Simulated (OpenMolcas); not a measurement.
**Ag⁵⁺: the spin-orbit constant, worked from levels**

| Property | Result |
| --- | --- |
| Program | OpenMolcas |
| Basis | ANO-RCC-VTZP [7s6p4d2f1g] |
| Scalar Hamiltonian | DKH2, point nucleus |
| Active space | 6 electrons in 5 orbitals (4d) |
| State averaging | 2S+1 = 5 even, 5 roots; 2S+1 = 3 even, 45 roots kept (CI in the orbitals of an earlier block); 2S+1 = 1 even, 50 roots kept (CI in the orbitals of an earlier block) |
| Spin-orbit coupling | RASSI with atomic mean-field integrals over the reference wave functions, term energies averaged over their components |

Methods: CASSCF; MS-CASPT2, IPEA 0.25 Eh, imaginary shift 0.1 Eh (closed shells correlated: 4s 4p). Measured levels: the list in Gamrath, thesis, University of Mons (2023).

**The spin-orbit constant.** For the Hund term ⁵D of d6, E(J) = (A/2) J(J+1) + constant and ζ = -2S·A = -4A. From J = 0 to J = 4 the energy changes by 10 A.

```tsv
Source	E(4) - E(0)	A	ζ
CASSCF	-5268.2	-526.8	2107
MS-CASPT2	-5217.4	-521.7	2087
measured	-5380.0	-538.0	2152
```

All in cm-1. MS-CASPT2 is off by -3.0 % and CASSCF by -2.1 %. Both methods take the spin-orbit matrix elements from the reference wave functions, so the second can move ζ only through the term energies and any multistate remixing. Second-order mixing with other terms is absorbed into this ζ.

Without dynamic correlation excited terms often stand tens of per cent too high (terms of higher spin than the ground term too low), and those without a measured partner can miss by more than the paired ones (holds for CASSCF). Measured partners are found by configuration, term and J. A level has none where our copy of the source lacks it or the pairing is in doubt (some pairs that miss far off the trend of their configuration count as doubtful), and it then counts in no deviation. Only configurations of the active space appear.
